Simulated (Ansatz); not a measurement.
Relaxation of Cl2F2H2HfS (8 atoms, charge 0, multiplicity 1), to a largest force component of 0.03 eV/Å in at most 50 steps.

Method: Ansatz 0.2.0, RKS B3LYP/def2-SVP.

```xyz
8
Properties=species:S:1:pos:R:3:forces:R:3
Hf -0.111 0.158 -0.092 0.05 -0.17 1.25
Cl -0.217 0.122 2.386 -0.03 0.17 -1.18
F 1.639 0.264 -0.824 -0.02 -0.01 0.02
F -0.884 1.818 -0.580 0.01 -0.03 0.01
Cl -1.455 -1.455 -1.161 0.00 0.00 0.00
S 1.458 -2.936 1.309 -0.47 0.42 0.30
H 0.339 -3.668 1.069 0.11 0.06 0.03
H 0.847 -2.223 2.323 0.34 -0.44 -0.42
```

Where does it end, and by what steps?

The run converged. The force dipped under the threshold on the way, but the program's further checks kept it going. After 24 steps the energy has fallen by 0.302 eV; H8 moved furthest, 0.99 Å. Joined: Hf1–S6 (3.74 → 3.00 Å).

```json
{"step": "0", "energy less start (eV)": "0.0000", "largest force component (eV/Å)": "1.247", "accepted": "yes"}
{"step": "1", "energy less start (eV)": "-0.1030", "largest force component (eV/Å)": "1.151", "accepted": "yes"}
{"step": "2", "energy less start (eV)": "-0.1986", "largest force component (eV/Å)": "0.841", "accepted": "yes"}
{"step": "3", "energy less start (eV)": "-0.2400", "largest force component (eV/Å)": "0.803", "accepted": "yes"}
{"step": "4", "energy less start (eV)": "-0.2689", "largest force component (eV/Å)": "0.095", "accepted": "yes"}
{"step": "5", "energy less start (eV)": "-0.2723", "largest force component (eV/Å)": "0.061", "accepted": "yes"}
{"step": "6", "energy less start (eV)": "-0.2748", "largest force component (eV/Å)": "0.078", "accepted": "yes"}
{"step": "7", "energy less start (eV)": "-0.2766", "largest force component (eV/Å)": "0.157", "accepted": "yes"}
{"step": "8", "energy less start (eV)": "-0.2772", "largest force component (eV/Å)": "0.209", "accepted": "yes"}
{"step": "9", "energy less start (eV)": "-0.2774", "largest force component (eV/Å)": "0.221", "accepted": "yes"}
{"step": "10", "energy less start (eV)": "-0.2801", "largest force component (eV/Å)": "0.271", "accepted": "yes"}
{"step": "11", "energy less start (eV)": "-0.2784", "largest force component (eV/Å)": "0.543", "accepted": "no"}
{"step": "12", "energy less start (eV)": "-0.2855", "largest force component (eV/Å)": "0.074", "accepted": "yes"}
{"step": "13", "energy less start (eV)": "-0.2875", "largest force component (eV/Å)": "0.278", "accepted": "yes"}
{"step": "14", "energy less start (eV)": "-0.2940", "largest force component (eV/Å)": "0.050", "accepted": "yes"}
{"step": "15", "energy less start (eV)": "-0.2946", "largest force component (eV/Å)": "0.105", "accepted": "yes"}
{"step": "16", "energy less start (eV)": "-0.2812", "largest force component (eV/Å)": "0.855", "accepted": "no"}
{"step": "17", "energy less start (eV)": "-0.2819", "largest force component (eV/Å)": "0.397", "accepted": "no"}
{"step": "18", "energy less start (eV)": "-0.2984", "largest force component (eV/Å)": "0.032", "accepted": "yes"}
{"step": "19", "energy less start (eV)": "-0.3007", "largest force component (eV/Å)": "0.026", "accepted": "yes"}
{"step": "20", "energy less start (eV)": "-0.2972", "largest force component (eV/Å)": "0.406", "accepted": "no"}
{"step": "21", "energy less start (eV)": "-0.3012", "largest force component (eV/Å)": "0.112", "accepted": "yes"}
{"step": "22", "energy less start (eV)": "-0.3009", "largest force component (eV/Å)": "0.089", "accepted": "no"}
{"step": "23", "energy less start (eV)": "-0.3016", "largest force component (eV/Å)": "0.040", "accepted": "yes"}
{"step": "24", "energy less start (eV)": "-0.3018", "largest force component (eV/Å)": "0.013", "accepted": "yes"}
```

```xyz
8
Properties=species:S:1:pos:R:3
Hf -0.114 -0.048 0.038
Cl -0.719 0.145 2.329
F 1.759 0.082 -0.346
F -0.668 1.648 -0.623
Cl -1.449 -1.489 -1.302
S 1.032 -2.703 0.834
H 0.024 -3.216 1.578
H 1.750 -2.338 1.923
```

Whether the end is a true minimum wasn't checked by a vibrational analysis.

Time of the run: 120 s on 4 threads of Arm Neoverse N1 (shared host), peak memory 0.34 GiB.
